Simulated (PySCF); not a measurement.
AgCl, charge -1, doublet, geometry from GFN2-xTB (such geometries of metal compounds can be far from the true shape) (the multiplicity is a formal guess) (core potentials on Ag) (in this run its highest filled SCF level lies above zero, so its values depend strongly on the basis, on diffuse functions most of all). Base run: B3LYP/def2-SV(P) run with PySCF.

PySCF was given this input:
```python
from pyscf import gto, scf, dft

mol = gto.Mole()
mol.atom = '''
    Ag   -0.000000   -0.000000   -0.720107
    Cl    0.000000    0.000000    1.990884
'''
mol.basis = 'def2-sv(p)'
mol.ecp = {'Ag': 'def2-sv(p)'}
mol.charge = -1
mol.spin = 1
mol.verbose = 4
mol.symmetry = True
mol.build()

mf = dft.UKS(mol)
mf.xc = 'b3lyp'
mf.kernel()
mf.analyze()
```

The base run was repeated with changes; each row names its change, and settings that it needs were set with it.

```csv
change,ΔE vs base (mEh),point group used,SCF cycles
base,0.000,Coov,12
symmetry = off,0.000,C1,12
symmetry_subgroup = C2v,0.000,C2v,12
```

Open shells are given as the SCF converged; they aren't shown to be the lowest states, and a large step between rows can be another state.
